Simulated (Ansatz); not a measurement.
System: dibromo(fluoro)borane, sum formula BBr2F, charge 0, multiplicity 1. 
Structure (B3LYP-D3(BJ)/def2-TZVP (Ansatz, a quantum-chemistry and plane-wave program) minimum search):
```
B
F 1 1.3109
Br 1 1.9120 2 119.04
Br 1 1.9120 2 119.04 3 -180.00
```

Computed values are from Ansatz. Correlated levels leave the core frozen unless marked. Open shells are spin-unrestricted. No spin-orbit coupling. Frozen are the shells of the preceding noble gas and the d and f shells that filled before the atom's block. No relativistic terms. Basis-set limits of correlation are two-point, X^-3; Hartree-Fock from the larger set (for Q and 5 zeta extrapolated as (X+1)exp(-9√X)).

The atomisation energy De is 1413.5 kJ/mol at CCSD(T)/CBS(cc-pVQZ,cc-pV5Z) and the total energy comes out as -5270.0774 Eh at CCSD(T)/CBS(cc-pVQZ,cc-pV5Z). The dipole moment is 0.29 D at CCSD(T)/aug-cc-pVDZ and the T1 diagnostic comes out as 0.012 at CCSD/cc-pV5Z.
